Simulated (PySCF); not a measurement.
HO₄S, SMILES [O]S(=O)(=O)O, multiplicity 2.

Geometry optimised at TPSSh-D3(BJ)/def2-SVP. The isomer is the one that the SMILES or the coordinates give; other isomers of the formula were not compared. One conformer was computed; it need not be the lowest.

All values below come from TDA-PBE0/def2-SVPD (PySCF 2.14.0).

Vertical excitations. Isolated molecule, no solvent.

| state | energy (eV) | λ (nm) | f | main pairs |
|---|---|---|---|---|
| root 1 | 0.97 | 1281 | 0.001 | β HOMO→LUMO 87 % |
| root 2 | 1.77 | 701 | 0.000 | β HOMO−1→LUMO 85 % |
| root 3 | 2.77 | 448 | 0.010 | β HOMO−3→LUMO 90 % |
| root 4 | 2.87 | 432 | 0.021 | β HOMO−2→LUMO 43 %, β HOMO−4→LUMO 40 %, β HOMO−1→LUMO 12 % |
| root 5 | 3.35 | 370 | 0.038 | β HOMO−4→LUMO 50 %, β HOMO−2→LUMO 43 % |
| root 6 | 3.89 | 319 | 0.004 | β HOMO−5→LUMO 92 % |
| root 7 | 5.49 | 226 | 0.039 | β HOMO−6→LUMO 93 % |
| root 8 | 6.46 | 192 | 0.011 | β HOMO−8→LUMO 95 % |
| root 9 | 6.80 | 182 | 0.008 | β HOMO−7→LUMO 97 % |
| root 10 | 7.73 | 160 | 0.000 | α HOMO→LUMO 17 %, β HOMO→LUMO+1 67 % |
Unrestricted roots are not spin-pure.
